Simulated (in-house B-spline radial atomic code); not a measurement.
# Response and correlation of Eu L (Eu49+)

Closed shell [Ne] 3s2 (3p1/2)2. Computed with an all-electron radial atomic-structure program (B-spline basis): Dirac-Hartree-Fock, relativistic RPA (time-dependent Dirac-Hartree-Fock) for the response and second-order many-body perturbation theory for correlation, no-pair Dirac-Coulomb Hamiltonian, finite nucleus.

The shells are closed in jj coupling only; the real ground state mixes other jj configurations.

Command:
```bash
python run_mb.py task.json out
```
Settings (nuclear radius in fm, box in bohr, cutoff in hartree; a minus after a letter marks j = l - 1/2):
```
basis_form          2
Z                   63
core_configuration  [Ne] 3s2 3p-2
rms_radius          5.1115
mass_number         153
speed_of_light      137.036
box_radius          1.968
lmax                7
intervals           55
virtual_cutoff      99225.0
```

Run time, properties included: 1.4 s on 1 thread of Intel(R) Xeon(R) Platinum 8259CL CPU @ 2.50GHz (shared host).

```json
{"multipole (bohr³, bohr⁵, bohr⁷)": "dipole", "uncoupled": "0.0052824", "coupled RPA": "0.005449"}
{"multipole (bohr³, bohr⁵, bohr⁷)": "quadrupole", "uncoupled": "0.00023074", "coupled RPA": "?"}
{"multipole (bohr³, bohr⁵, bohr⁷)": "octupole", "uncoupled": "7.7232e-06", "coupled RPA": "8.3989e-06"}
```

**Question.** What is the coupled quadrupole polarisability?

**Answer.** 0.00029252 atomic units, +27 % against the uncoupled value.

**Question.** Which subshells carry the dipole polarisability?

**Answer.** 3s1/2 60.6 %, 3p1/2 38.5 %, 2p3/2 0.6 %.

**Question.** What does the dipole shielding factor come to?

**Answer.** The dipole shielding factor is 0.222, against the exact N/Z = 14/63 = 0.222 of the non-relativistic theorem.

Dipole polarisability at imaginary frequency:

```tsv
u (Eh)	α(iu) (bohr³)
0	0.005449
17.7	0.002183
53	0.000601
106	0.000281
177	0.0001563
354	6.238e-05
707	2.054e-05
1770	3.851e-06
```

**Question.** What dispersion coefficients follow for two such ions (the dispersion part alone)?

**Answer.** C6 = (3/π)∫α(iu)²du = 0.0003354 hartree·bohr⁶ and C8 = 8.874e-05 hartree·bohr⁸.

Lowest J = 1 odd-parity excitations:

| energy (eV) | oscillator strength | leading channel | weight |
| --- | --- | --- | --- |
| 316.57 | 0.173 | 3s1/2 → p3/2 | 0.848 |
| 374 | 0.714 | 3p1/2 → d3/2 | 0.877 |
| 1974.9 | 0.0863 | 3p1/2 → s1/2 | 0.998 |
| 2159.9 | 0.725 | 3s1/2 → p1/2 | 0.766 |
| 2181.5 | 0.294 | 3p1/2 → d3/2 | 0.766 |
| 2239.4 | 0.296 | 3s1/2 → p3/2 | 0.997 |
| 2892.9 | 0.0201 | 3p1/2 → s1/2 | 0.999 |
| 2991.6 | 0.241 | 3p1/2 → d3/2 | 0.993 |

Second-order correlation energy by the highest angular momentum of the excited pair (hartree): s -0.02292, p -0.226, d -0.3778, f -0.08271, g -0.02822, h -0.01054, i -0.004798, k -0.002483.

**Question.** What is the second-order correlation energy at the partial-wave limit?

**Answer.** The listed waves sum to -0.75552 hartree; extrapolating the increments as (l + 1/2)⁻⁴ gives -0.76059 hartree, -1.48 eV per electron.
